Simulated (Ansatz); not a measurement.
Species: H2S2, SMILES `SS` (H–S–S–H torsion 90°) (charge 0, multiplicity 1).

### Question
Give a relaxed geometry from B3LYP-D3(BJ)/def2-TZVP in Ansatz (a quantum-chemistry and plane-wave program).

### Answer
One answer among several that fit: the end point of this relaxation, one of several conformers (outside a Z-matrix the atoms follow the SMILES, hydrogens last).
Cartesian coordinates (Å) in one orientation:
```xyz
4

S      0.909     0.477    -0.490
S     -0.920     0.462     0.484
H      1.541    -0.450     0.257
H     -1.530    -0.490    -0.250
```
